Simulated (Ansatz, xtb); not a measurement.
## BFGeO: where a starting geometry ends

The starting geometry of this gas-phase singlet has its atoms placed at random.

```xyz
4

B    -1.2689   -1.4238    0.1918
F    -1.1891   -0.6598   -1.1495
Ge   -0.2503    0.9918    0.3484
O     0.4565   -1.5540    0.0706
```

Problem. Guess where an optimisation with r2SCAN-D4/def2-SVP ends from this start.

Solution. It ends as `F[B]1[O][Ge]1`. Distances that change by over a tenth: B1–F2 (1.55 → 1.32 Å). Contacts that close: B1–Ge3 (2.63 → 2.01 Å), B1–O4 (1.73 → 1.34 Å), Ge3–O4 (2.66 → 1.92 Å).

The energy falls by 7.10 eV over 12 steps:

| step | E − E(last) (eV) |
| --- | --- |
| 1 | 7.104 |
| 2 | 4.421 |
| 3 | 2.786 |
| 5 | 1.850 |
| 6 | 0.987 |
| 7 | 0.472 |
| 8 | 0.226 |
| 10 | 0.002 |
| 11 | 0.000 |
| 12 | 0.000 |

Final geometry (Å):

```xyz
4

B    -0.8414   -0.6997   -0.4033
F    -1.6184   -1.2674   -1.3095
Ge    0.0628    0.5811    0.8613
O     0.1452   -1.2598    0.3127
```

From the same start GFN2-xTB reaches the same bonding as this run.

From so rough a start the end depends on the optimiser's path, so another program may land elsewhere. No frequencies were run, so the end isn't proven a minimum. Run with Ansatz 0.2.0, 60 s on 1 thread of AMD EPYC (Zen 3), with other jobs on the host.
